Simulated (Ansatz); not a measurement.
`[SiH3][CH2][AlH][TeH]` + `OC=S` → `OC(=S)[TeH]` + `[AlH2][CH2][SiH3]`  (formal exchange of groups at a Te–Al bond)

Program: Ansatz. Geometries: PBE0-D4/def2-TZVP. ΔE: electronic, gas phase. CBS: MP2 limit from def2 TZ/QZ plus the TZ coupled-cluster correction, frozen cores. This one scheme is used for every species. DFT in def2-TZVPP. def2 core potentials past Kr. For Te outer-core shells are correlated without core-valence functions, which leaves a few kJ/mol of doubt a bond. One conformer a species, not always the lowest.

`[SiH3][CH2][AlH][TeH]`:

Z-matrix (Å, degrees):
```
Si
C 1 1.868
H 1 1.491 2 110.3
H 1 1.489 2 112.3 3 120.3
H 1 1.488 2 110.1 3 -118.8
Al 2 1.946 1 113.4 3 52.1
H 2 1.095 1 109.2 3 -69.5
H 2 1.096 1 108.0 3 173.5
Te 6 2.528 2 119.8 1 70.7
H 6 1.583 2 123.8 1 -107.8
H 9 1.658 6 90.9 2 -0.1
```

`OC=S`:

```xyz
5

O    -0.780   -0.526   -0.360
C     0.330    0.040    0.111
S     1.703   -0.755    0.359
H    -1.482    0.132   -0.430
H     0.228    1.109    0.320
```

`OC(=S)[TeH]`:

Z-matrix (Å, degrees):
```
C
S 1 1.608
Te 1 2.140 2 124.9
O 1 1.335 2 121.9 3 180.0
H 3 1.649 1 92.4 2 -0.0
H 4 0.965 1 112.4 2 -180.0
```

`[AlH2][CH2][SiH3]`:

Cartesian coordinates in Å:
```
Al 0.529 1.686 0.316
C 0.532 -0.250 0.530
Si -0.712 -1.129 -0.550
H 1.464 2.362 -0.774
H -0.420 2.580 1.222
H 1.524 -0.647 0.285
H 0.308 -0.506 1.572
H -0.446 -0.840 -1.987
H -2.090 -0.651 -0.246
H -0.689 -2.606 -0.368
```

```csv
level,ΔE (kJ/mol)
PBE0-D4,162.7
PBE,151.4
MP2/def2-QZVPP,158.1
SCS-MP2/def2-QZVPP,157.3
```

(1) What does CCSD(T)/CBS give? (Best estimate.)

Largest T1 diagnostic among the species: 0.018.

Answers

(1) The calculation gave: +160.8 kJ/mol. The listed levels differ from it by 1.9, -9.4, -2.7, -3.5 kJ/mol.

From PBE to PBE0 (25 % exact exchange), in def2-TZVPP and without D4, ΔE moves by +11.6 kJ/mol. In def2-TZVPP, CCSD(T) changes the Hartree–Fock value by −18.6 kJ/mol (the triples alone add −4.8 kJ/mol) and MP2 by −20.9 kJ/mol.
